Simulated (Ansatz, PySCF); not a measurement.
Breaking the Sn1–H2 bond in BrHSn (SMILES [Br][SnH]) (multiplicity 1 held, fragments rigid). Energies count from the point at 1.785 Å.
Geometry at that point (charge 0, multiplicity 1):
```xyz
3

Sn    -0.580    -0.484     0.712
H     -1.735    -1.056    -0.523
Br     0.878     0.721    -1.002
```

R- and RO- levels are restricted; in cc, def2 and unpolarised 6-31G sets they are followed outwards from rest. U- levels take the lowest unrestricted solution at each point, which mixes spins at long bonds. Active spaces are followed from a long bond inwards. Curves can end on different states.

Correlated levels freeze the cores. Filled d and f shells under p-block atoms count as core. Rows in 3-21G carry no dispersion term and start afresh at each structure; the Pople sets are all-electron and without relativity.

Programs: Ansatz (an electronic-structure program) with Gaussian orbitals; PySCF for 3-21G rows.  In def2 rows elements past Kr take small-core potentials, without spin–orbit coupling.

Energies in eV.

```tsv
R (Å)	R-HF/3-21G	U-r2SCAN/def2-TZVPP	R-B3LYP/def2-TZVPP	FIC-MRCISD+Q on CASSCF(2,2)/def2-TZVPP
1.428	1.30	1.09	1.13	1.16
1.606	0.26	0.20	0.21	0.22
1.785	0.00	0.00	0.00	0.00
1.963	0.15	0.15	0.13	0.14
2.142	0.50	0.45	0.43	0.45
2.410	1.17	1.02	0.98	1.00
2.677	1.89	1.59	1.54	1.53
3.123	3.01	2.17	2.34	2.19
3.570	3.96	2.46	2.95	2.54
4.105	4.87	2.62	3.44	2.70
4.819	5.71	2.71	3.84	2.76
5.712	6.31	2.73	4.10	2.77
```

Doubts at one or more of the structures used: a restricted determinant that unrestricted orbitals would lower (R-HF/3-21G, R-B3LYP/def2-TZVPP); a spin-contaminated determinant (U-r2SCAN/def2-TZVPP).
